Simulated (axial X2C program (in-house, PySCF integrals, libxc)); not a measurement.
**Potential curves of MoSi⁺, without spin–orbit coupling**

All values were computed with an in-house all-electron X2C program for linear molecules (integrals from PySCF). Spin-free means the one-electron spin-free X2C Hamiltonian. Basis: Mo dyall-cv3z [11s12p9d5f3g], Si dyall-v3z [8s7p2d1f] (cores contracted in-house); Gaussian nuclei, density fitting, unrestricted open shells. Masses: Mo 97.905 u, Si 27.977 u.

State: M_S = 5/2, Λ = 0 (beyond evenly filled blocks: σα, π+α, π-α, δ+α, δ-α). Energies in eV from the fragments at the same level (Mo+ + Si). Fits are polynomials in 1 − R0/R over 0.85 to 1.23 times the lowest point R0.

| R (Å) | CCSD |
| --- | --- |
| 2.2559 | -1.2659 |
| 2.3303 | -1.4562 |
| 2.4046 | -1.5660 |
| 2.4790 | -1.6141 |
| 2.5658 | -1.6121 |
| 2.6525 | -1.5660 |
| 2.7641 | -1.4655 |

Correlated methods: 9 electrons correlated (number of frozen shells: Mo 4 s, 3 p, 1 d; Si 2 s, 1 p), 265 virtual spin orbitals or spinors in MP2, 90 natural virtuals in coupled cluster.

The state is one determinant whose occupation by symmetry is held fixed; it was picked as the lowest of a PBE0 search that is not exhaustive. De is counted from the lowest determinant-based energies of the atoms at the same level, without counterpoise correction. CCSD ran in a truncated set of natural virtual spinors with an MP2 remainder; without triples it tends to underbind. Other states lie close and PBE0, whose exact exchange favours high spin, may order them wrongly; the determinant shown need not be the ground state. The nearest other spin-free determinant of the search, M_S = 3/2, Λ = 1, lies 0.30 eV up at the distance of the search. The determinant is spin-polarised beyond a pure state at some levels (its spin-free form has ⟨S²⟩ too high), which makes Re and μ there less reliable. The T1 diagnostic is large, a sign of multireference character. With the outer-core shells frozen, correlated bond lengths of heavy atoms tend to come out a few hundredths of an ångström too long. Coupled cluster ran on the points near the minimum only. MP2 and coupled cluster on one determinant become unreliable at the stretched end.

What are Re, ωe and De at the CCSD level?

At CCSD, spin-free: Re = 2.518 Å, ωe ≈ 299 cm⁻¹, De = 1.62 eV to Mo+ + Si; Be follows as 0.122 cm⁻¹.
